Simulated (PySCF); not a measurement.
H5O3PSi.

```xyz
10

O     -0.5988    -0.3005     1.6752
Si    -0.3463    -0.1641     0.0438
O     -1.4981     0.7512    -0.7352
O     -0.4851    -1.6827    -0.6037
P      1.6979     0.7376    -0.2977
H     -1.3012    -0.9132     1.9315
H     -1.5595     1.6842    -0.4999
H     -0.7383    -1.7292    -1.5334
H      2.2615     0.1094     0.8540
H      1.3727     1.9382     0.4100
```

Geometry: B3LYP-D3(BJ)/def2-SVP. The structure was generated by enumeration, and PubChem lists no compound with its InChIKey, so it may never have been made. The values are those of a single conformer.

The numbers are results of PBE/pcSseg-1 run with PySCF, not measurements. Non-relativistic, no solvent.

Give the absolute GIAO shielding of each atom: isotropic value and principal components (ppm). (Estimate from the structure and the level; the computed values follow.)


```
atom  σ(iso)    σ11    σ22    σ33  span
----  ------  -----  -----  -----  ----
O1     247.3  210.2  225.6  306.3  96.1
Si2    355.0  326.0  365.5  373.5  47.5
O3     237.0  198.0  224.2  288.6  90.6
O4     265.3  243.3  247.6  305.0  61.8
P5     585.8  535.3  594.4  627.6  92.4
H6      28.9   21.4   23.3   42.0  20.7
H7      29.4   22.7   24.9   40.6  17.9
H8      29.4   22.0   24.3   41.8  19.8
H9      29.4   24.5   26.8   36.8  12.3
H10     29.8   25.3   27.4   36.6  11.3
```
